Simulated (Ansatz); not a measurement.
Question: Name a neutral molecule of C, N, S, Si and H with HOMO–LUMO gap (PBE/def2-TZVPP) between 3.50 and 3.80 eV and size of the dipole moment (ωB97M-V/def2-TZVPP) between 1.75 and 2.05 D (Ansatz, PBE0-D4/def2-TZVP geometry).

Answer: `[SiH3][SiH]1NCS1` (3.71 eV, 2.04 D). Other molecules can fit too; these were computed, each in one conformer that needn't be the lowest.
